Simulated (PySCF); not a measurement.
# How methods differ on the ionisation energy of Cs⁴⁰⁺

Cs⁴⁰⁺ [Ne] 3s2 3p3 [3p1/2^2 3p3/2^1, M_J = 3/2] → Cs⁴¹⁺ [Ne] 3s2 3p2 [3p1/2^2, M_J = 0], as a difference of total energies. All numbers are calculated (PySCF 2.14, the two-component X2C-1e Hamiltonian, in an even-tempered Gaussian basis (19 s from 8.5 bohr⁻², ratio 2.4; 14 p from 11 bohr⁻², ratio 2.4; 4 d from 40 bohr⁻², ratio 2.6; 4 f from 60 bohr⁻², ratio 2.6)). Correlated levels: 1s2 frozen; the 56 highest virtual spinors dropped. "Screened" scales the spin-orbit matrix elements by Boettger's factors to mimic the two-electron term; Breit and QED terms are absent.

```csv
method,ionisation energy (eV)
GHF (spin-free),2984.6
GMP2 (spin-free),2985.0
GHF (screened spin-orbit),2946.4
GMP2 (screened spin-orbit),2946.8
```

Breit and QED terms and the two-electron picture change are absent.

The spin-free rows relax to the high-spin LS determinant and lack the spin-orbit shift.

The labels give the starting determinants; with spin-orbit coupling the two ends relaxed to ⟨J²⟩ = 3.75, ⟨L²⟩ = 2.33, ⟨S²⟩ = 1.61 and ⟨J²⟩ = 0.00, ⟨L²⟩ = 1.34, ⟨S²⟩ = 1.34.

For comparison: 2945 ± 4 eV (theoretical estimate listed by NIST; NIST Atomic Spectra Database, ionization energies).
